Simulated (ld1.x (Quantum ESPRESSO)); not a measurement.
O, TM: configuration errors across variants

| Quantity | Value |
| --- | --- |
| Element | oxygen (O) |
| Generator | ld1.x (Quantum ESPRESSO) 7.5 |
| Type | norm-conserving Troullier–Martins (Kleinman–Bylander form) |
| Functional | PBE |
| Relativity | scalar-relativistic |
| Frozen core | [He] |
| Valence charge | 6 |
| Reference configuration | 2s1.5 2p4.5 |
| Partial waves | 2s (bound): rc 0.60 bohr; 2p (bound): rc 2.00 bohr; 3d channel at 0.05 Ry: rc 1.80 bohr |
| Local potential | the d channel |
| Core correction | none |

All-electron excitation energies from the reference (eV): (1) 2s2 2p4 -7.470; (2) 2s2 2p3 8.960; (3) 2s2 2p2 42.547; (4) 2s2 2p1 96.416; (5) 2s1 2p4 24.189; (6) 2s2 2p4.3 -9.593; (7) 2s0 2p6 22.466.

3 further variants failed, have other tests or another functional or relativity, and are left out.

Errors AE − PS in meV (a dash: test not solved or not reliable):

```tsv
change	(1)	(2)	(3)	(4)	(5)	(6)	(7)	bound ghosts
base	+1.4	+163	+849	+2794	-48	-12	-2.6	none
core correction a·sin(br)/r model core inside 0.24 bohr	-3.8	+152	+825	+2748	-51	-16	-30	none
wave 3d channel at 0.05 Ry: rc 1.80 bohr becomes 3d channel at 0.05 Ry: rc 1.14 bohr	+1.4	+159	+830	+2751	-53	-12	-2.8	none
wave 3d channel at 0.05 Ry: rc 1.80 bohr becomes 3d channel at -0.15 Ry: rc 1.80 bohr	+1.4	+163	+848	+2792	-48	-12	-2.6	none
local potential the p channel	+1.1	+116	+673	+2515	-113	-18	-5.0	none
```

**Question.** Give the same row for: wave 2p (bound): rc 2.00 bohr becomes 2p (bound): rc 1.52 bohr.

**Answer.** +5.0, +64, +323, +1109, -13, +0.7, +27; bound ghosts: none.
